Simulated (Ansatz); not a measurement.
Molecule: sum formula SiHF, net charge 1, doublet state. 
Coordinates optimised at B3LYP-D3(BJ)/def2-TZVP (Ansatz, an electronic-structure program):
```xyz
3

Si    -0.2631    -0.3345     0.3603
H     -1.0759    -1.3298    -0.4510
F      0.5288     0.6681    -0.5104
```
Charge +1, spin multiplicity 2.

Basis-set convergence of Hartree-Fock and MP2 correlation energies (hartree) with Ansatz. Valence correlation only, unless marked. UHF or UKS for open shells. Spin-orbit coupling is left out. No relativistic terms.

```csv
basis,functions,E(HF),"E(corr, MP2)"
cc-pV(D+d)Z,42,-388.64141,-0.24879
cc-pV(T+d)Z,83,-388.70066,-0.32359
cc-pV(Q+d)Z,149,-388.71405,-0.35205
```

Extrapolating the two largest sets (X = 3 and 4) as X^-3: E(corr) = (64·(-0.35205) - 27·(-0.32359))/37 = -0.3728 Eh, an estimate of the basis-set limit. The largest set recovers 94.4 % of it, the smallest 66.7 %.
